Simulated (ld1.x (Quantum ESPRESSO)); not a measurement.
## An all-electron radial function and its pseudo partner (beryllium (Be))

Columns: radius, all-electron u(r) and pseudo u(r) of the 1s shell (level -106.21 eV) of beryllium in the configuration 1s2 2s2 2p0; PBE, scalar-relativistic, RRKJ scheme, ld1.x (Quantum ESPRESSO) 7.5.

| r (bohr) | all-electron | pseudo |
| --- | --- | --- |
| 0.210 | 1.3524 | 1.3939 |
| 0.420 | 1.2395 | 1.2396 |
| 0.630 | 0.8807 | 0.8807 |
| 0.840 | 0.5693 | 0.5693 |
| 1.050 | 0.3502 | 0.3502 |
| 1.260 | 0.2101 | 0.2101 |
| 1.470 | 0.1243 | 0.1243 |
| 1.680 | 0.0727 | 0.0727 |
| 1.890 | 0.0422 | 0.0422 |
| 2.100 | 0.0243 | 0.0243 |
| 2.310 | 0.0139 | 0.0139 |
| 2.520 | 0.0079 | 0.0079 |
| 2.730 | 0.0045 | 0.0045 |
| 2.940 | 0.0026 | 0.0026 |
| 3.150 | 0.0014 | 0.0014 |
| 3.360 | 0.0008 | 0.0008 |
| 3.570 | 0.0005 | 0.0005 |
| 3.780 | 0.0003 | 0.0003 |
| 3.990 | 0.0001 | 0.0001 |
| 4.200 | 0.0001 | 0.0001 |
| 4.410 | 0.0000 | 0.0000 |
| 4.620 | 0.0000 | 0.0000 |
| 4.830 | 0.0000 | 0.0000 |
| 5.040 | 0.0000 | 0.0000 |
| 5.250 | 0.0000 | 0.0000 |
| 5.460 | 0.0000 | 0.0000 |

Q: How many radial nodes do the two functions have?

A: The all-electron 1s function has n − l − 1 = 0; the pseudo-wave has 0.

Q: At about which radius was the pseudo-wave matched?

A: 0.45 bohr, where the columns begin to agree (steps of 0.21 bohr).

Q: Is the pseudo-wave norm-conserving?

A: Yes: the RRKJ scheme keeps the norm inside the radius equal to the all-electron one, which fixes the energy derivative of the logarithmic derivative at the level.
